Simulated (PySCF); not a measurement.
## diphenyl ether (C12H10O): Computed beside measured shifts

System: diphenyl ether (C12H10O), SMILES c1ccc(Oc2ccccc2)cc1.

Atom-mapped SMILES (hydrogens are numbered by the atom that bears them): [cH:1]1[cH:2][cH:3][c:4]([O:5][c:6]2[cH:7][cH:8][cH:9][cH:10][cH:11]2)[cH:12][cH:13]1

Level of theory: GIAO PBE0/pcSseg-1, IEF-PCM chloroform, PySCF SCF with an in-house response code, fitting set def2-universal-JFIT up to Ne and JKFIT beyond, grid level 2, non-relativistic, geometry: PBE0-D3(BJ)/def2-SVP.

One optimised conformer. Values are averaged over the atoms that symmetry or fast rotation interchanges, on this one geometry and without vibrational averaging. Shifts are the reference shielding less the shielding here, at the same level (13C, 1H against isolated TMS; 17O against isolated H2O); nuclei without a reference have shieldings only.

(1) What shifts does this level give for H on 3/7/11/12, H on 2/8/10/13, H on 1/9, and how do they compare with measurement?

Results:

(1) 
```csv
atom,nucleus,computed / ppm,measured / ppm,computed less measured,measured against,medium of the measurement
H on 3/7/11/12,1H,7.25,6.925,0.33,TMS,CCl4
H on 2/8/10/13,1H,7.61,7.218,0.39,TMS,CCl4
H on 1/9,1H,7.34,6.977,0.36,TMS,CCl4
```

Measured values: Shapiro, Mohrmann, J. Phys. Chem. Ref. Data 1977, 6, 919.
